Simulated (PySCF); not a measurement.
Field gradients at the hydrogen positions

Compound: C6H6FP.
Geometry (GFN2-xTB, Å), atoms numbered from 1 in this order:
```xyz
14
C6H6FP angstrom
C     -2.310    0.378    0.095
C     -0.813    0.295    0.013
C     -0.210   -0.945    0.123
C      1.158   -1.128    0.061
F      1.626   -2.392    0.183
C      2.085   -0.116   -0.115
C      1.698    1.199   -0.248
P      0.067    1.787   -0.218
H     -2.769   -0.218   -0.694
H     -2.662   -0.009    1.051
H     -2.645    1.408   -0.008
H     -0.828   -1.822    0.265
H      3.132   -0.384   -0.146
H      2.471    1.945   -0.383
```

Level: PBE0/pcSseg-1 (PySCF, non-relativistic); Q(2H) = 0.00286 b; rigid geometry, the same for H and D, with no vibrational averaging.

Question: What are Vzz, η and χzz (234.96 MHz × Q × Vzz) at all hydrogens?

Answer: 
```json
{"atom": "H9", "bonded to": "C1", "bond length (Å)": "1.090", "Vzz (au)": "0.3101", "η": "0.03", "χzz (kHz)": "208"}
{"atom": "H10", "bonded to": "C1", "bond length (Å)": "1.090", "Vzz (au)": "0.3101", "η": "0.03", "χzz (kHz)": "208"}
{"atom": "H11", "bonded to": "C1", "bond length (Å)": "1.088", "Vzz (au)": "0.3096", "η": "0.05", "χzz (kHz)": "208"}
{"atom": "H12", "bonded to": "C3", "bond length (Å)": "1.082", "Vzz (au)": "0.3203", "η": "0.07", "χzz (kHz)": "215"}
{"atom": "H13", "bonded to": "C6", "bond length (Å)": "1.081", "Vzz (au)": "0.3239", "η": "0.07", "χzz (kHz)": "218"}
{"atom": "H14", "bonded to": "C7", "bond length (Å)": "1.083", "Vzz (au)": "0.3233", "η": "0.06", "χzz (kHz)": "217"}
```

Question: How does χzz go with the bond length over the 6 C–H bonds?

Answer: A straight-line fit has a slope of -11.4 kHz for each 0.01 Å, with a correlation coefficient of -0.97, over lengths from 1.081 to 1.090 Å. The longer bonds have the smaller couplings here.

Question: Give the 2H NMR doublet splittings at H9 for a magnetic field along the z, y and x axes of the gradient: 3χ/2, 3χ(1 + η)/4, 3χ(1 − η)/4.

Answer: With |χ| = 208.4 kHz and η = 0.025: 313, 160 and 152 kHz, to first order and without motion.

Isolated species at its GFN2-xTB geometry, gas phase. GFN2-xTB bond lengths can be off by several hundredths of an ångström, more for odd bonds, and the gradients follow them. The small basis limits the accuracy of the gradients.
